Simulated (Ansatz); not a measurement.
Stepwise reaction of `C[BH][AlH][AlH2]` with hydrogen, as a gas-phase model of exchange steps in deposition or etching. ΔE in kJ/mol; ΔG adds harmonic PBE0-D4 terms to CCSD(T)/CBS, at 1 bar.

Program: Ansatz. Geometries: PBE0-D4/def2-TZVP. ΔE: electronic, gas phase. CCSD(T)/CBS adds triple-zeta CCSD(T) − MP2 to the extrapolated MP2 energy (def2 sets, frozen cores). This one scheme is used for every species. Functionals use def2-TZVPP. B3LYP here is the variant with VWN-RPA as its local correlation; programs differ in this. Each species was taken in one conformer, which may not be the lowest.

```tsv
step	reaction	PBE-D4	B3LYP-D4	ωB97M-V	CCSD(T)/CBS	ΔG(600 K)
1	`C[BH][AlH][AlH2]` + H₂ → `C[BH][AlH2]` + `[AlH3]`	10.2	-10.8	-20.1	-7.2	-10.3
```

Problem. Give the row of step 2, `C[BH][AlH2]` + H₂ → `BC` + `[AlH3]`. (Estimate.)

Solution. Ansatz gave: 
```json
{"step": "2", "reaction": "`C[BH][AlH2]` + H₂ → `BC` + `[AlH3]`", "PBE-D4": "-36.8", "B3LYP-D4": "-51.6", "ωB97M-V": "-54.6", "CCSD(T)/CBS": "-49.8", "ΔG(600 K)": "-51.3"}
```

Problem. By hand: ΔE of the 2 steps together at CCSD(T)/CBS.

Solution. (-7.2) + (-49.8) = -57.0 kJ/mol, or -28.5 kJ/mol a step.

In ΔE each step is lower than the one before. All are downhill at CCSD(T)/CBS. ΔG lies between -51.3 and -10.3 kJ/mol a step. PBE-D4 differs from CCSD(T)/CBS by 13.0 to 17.4 kJ/mol a step. Isolated molecules leave out the surface, adducts and barriers. Largest T1 diagnostic: 0.013.
